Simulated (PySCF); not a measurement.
Input file for PySCF: R-B3LYP/3-21G on Cl2H2 (a complex), monomers drawn apart or pushed together.

```python
from pyscf import gto, scf, dft, mp
from pyscf.data.elements import chemcore

mol = gto.M(
    atom='''
    Cl    0.16152269    0.47010764    0.07032463
    H    -0.60971618   -0.44580183   -0.39279105
    Cl   -0.63691229   -0.89003581    3.19361567
    H    -0.21737001   -0.24462192    2.16069619
    ''',
    basis='3-21g',
    charge=0, spin=0, verbose=3, max_memory=1800)
mf = dft.RKS(mol, xc='b3lyp')
mf.conv_tol = 1e-8
mf.max_cycle = 100
mf.kernel()
if not mf.converged:
    mf = mf.newton().run(mf.mo_coeff, mf.mo_occ)
```

It printed:

```
converged SCF energy = -917.18108661128
```

The calculation finished and met its thresholds.

Cost: around 1.1 core-seconds (rough).
